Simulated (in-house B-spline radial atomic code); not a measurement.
# How G0W0 and RPA depend on the start: Si⁻

Configuration [Ne] 3s2 3p3, highest spin. Computed with an all-electron radial atomic-structure program (B-spline basis): all electrons, scalar-relativistic (spin-free one-electron X2C), finite nucleus, each spin shell either full or empty, empty states to l = 9 with an (l + 1/2)⁻⁴ tail; G0W0 by contour deformation at full frequency.

```csv
start,mean-field 3p up (eV),G0W0 (eV),QP weight,RPA correlation (Eh)
Hartree-Fock,-1.680,?,?,?
LC-wPBE,-1.784,-1.647,0.904,-0.76508
wB97X,-1.398,?,?,?
BHandHLYP,-0.169,-1.276,0.671,-0.76742
CAM-B3LYP,-0.538,-1.433,0.803,-0.77863
```

Problem. What G0W0 level, weight and RPA correlation energy follow from the Hartree-Fock start?

Solution. G0W0 level -1.790 eV, weight 0.904, RPA correlation -0.71297 hartree.

Problem. What G0W0 level, weight and RPA correlation energy follow from the wB97X start?

Solution. G0W0 level -1.603 eV, weight 0.886, RPA correlation -0.76293 hartree.

Problem. How much of the dependence on the start does G0W0 remove?

Solution. The mean-field levels span 1.61 eV and the G0W0 levels 0.514 eV. Against 1.390 eV (electron affinity of the neutral atom) the G0W0 removal energies are off by -0.11 to +0.40 eV, with spin-orbit coupling, Breit and QED terms left out.
